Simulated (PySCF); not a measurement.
**Effect of structural changes**

Method: TDA CAM-B3LYP/aug-cc-pVDZ excited states, vertical, gas phase in PySCF. Geometry: PBE0-D3(BJ)/def2-SVP.

Each molecule in one low-energy conformer.

Scalar relativity is left out, which matters for the atoms heavier than Zn.

Problem. How does the vertical S1–T1 gap change along this series?
- COc1cccc(Br)c1 (H on C replaced by Br)
- COc1cccc(C=O)c1 (H on C replaced by CHO)
- COc1cccc(S)c1 (H on C replaced by SH)

Solution. 
```csv
molecule,S1 (eV),S1 from,f(S1),T1 (eV),T1 from,S1 − T1 (eV),S0–T1 spin-orbit coupling (cm⁻¹),S1–T1 spin-orbit coupling (cm⁻¹)
COc1cccc(Br)c1,5.14,HOMO→LUMO+1,0.042,3.89,HOMO→LUMO+1 / HOMO→LUMO+4,1.25,0.48,0.37
COc1cccc(C=O)c1,3.89,HOMO−2→LUMO,0.000,3.29,HOMO→LUMO,0.60,0.13,13.68
COc1cccc(S)c1,4.98,HOMO→LUMO+2,0.042,3.85,HOMO→LUMO+4 / HOMO−1→LUMO+2,1.13,0.48,0.23
```
The vertical S1–T1 gap is lowest for COc1cccc(C=O)c1 and highest for COc1cccc(Br)c1.
